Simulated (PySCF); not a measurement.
The dipole of 2-cyanopyridine (`c1cccnc1C#N`) from its density and from atomic charges.

Coordinates (GFN2-xTB, Å) and charges (e) from the PBE0/pcSseg-1 density (PySCF):

```csv
atom,x,y,z,Mulliken,IAO,Hirshfeld,ESP-fitted
N1,3.596,-0.597,-0.141,-0.2316,-0.2190,-0.2032,-0.3878
C2,2.456,-0.494,-0.106,+0.1586,+0.1448,+0.0786,+0.1747
C3,1.046,-0.307,-0.057,+0.0968,+0.0878,+0.0711,+0.7078
C4,0.535,0.984,0.093,-0.0455,-0.1553,-0.0326,-0.6399
C5,-0.841,1.135,0.138,-0.0026,-0.1175,-0.0204,+0.2918
C6,-1.642,0.008,0.034,-0.1635,-0.1657,-0.0355,-0.5547
C7,-1.026,-1.229,-0.114,+0.1592,-0.0029,+0.0292,+0.4733
N8,0.279,-1.390,-0.158,-0.4116,-0.2530,-0.1424,-0.6754
H9,1.202,1.828,0.169,+0.1127,+0.1764,+0.0661,+0.2494
H10,-1.279,2.116,0.251,+0.1097,+0.1688,+0.0660,+0.0933
H11,-2.717,0.084,0.067,+0.1088,+0.1688,+0.0631,+0.2156
H12,-1.607,-2.138,-0.203,+0.1090,+0.1668,+0.0602,+0.0519
```

Question: Compute μ = Σ q r for each scheme (1 e·Å = 4.803 D) and compare with the dipole of the full density.

Answer: The full density gives (-5.13, 2.58, 0.39) D, 5.75 D in size; dipole vectors point from the negative to the positive end.

| scheme | μx | μy | μz | size (D) | share of the full size (%) | angle to the full dipole (°) |
| --- | --- | --- | --- | --- | --- | --- |
| Mulliken | -4.08 | 2.75 | 0.38 | 4.94 | 86 | 7 |
| IAO | -4.09 | 2.10 | 0.31 | 4.60 | 80 | 0 |
| Hirshfeld | -3.59 | 1.46 | 0.23 | 3.89 | 68 | 5 |
| ESP-fitted | -5.12 | 2.61 | 0.39 | 5.75 | 100 | 0 |

Question: Which set comes closest?

Answer: Length of the difference vector: ESP-fitted 0.03 D, Mulliken 1.06 D, IAO 1.15 D, Hirshfeld 1.91 D. Closest: ESP-fitted. 

Question: What is left for the Hirshfeld atoms' own dipoles?

Answer: The Hirshfeld atoms' densities add up to the full density, so μ = Σ q r + Σ (atomic dipoles). The atomic dipoles sum to (-5.13, 2.58, 0.39) − (-3.59, 1.46, 0.23) = (-1.54, 1.12, 0.16) D, 1.91 D in size.

Question: With the origin at the mean of the coordinates, (0.000, 0.000, -0.002) Å, which are the largest single terms, by size, of the ESP-fitted dipole along the direction of the full one?

Answer: N1 +6.49, C6 -3.91, C3 -3.65, N8 +2.87, H11 +2.55 D; all 12 atoms together +5.75 D. The single terms depend on the origin, their sum doesn't.

Question: Give the size of the full dipole in other units.

Answer: 5.75 D = 2.264 au = 1.198 e·Å = 19.19 × 10⁻³⁰ C·m.

Isolated species at its GFN2-xTB geometry, gas phase.
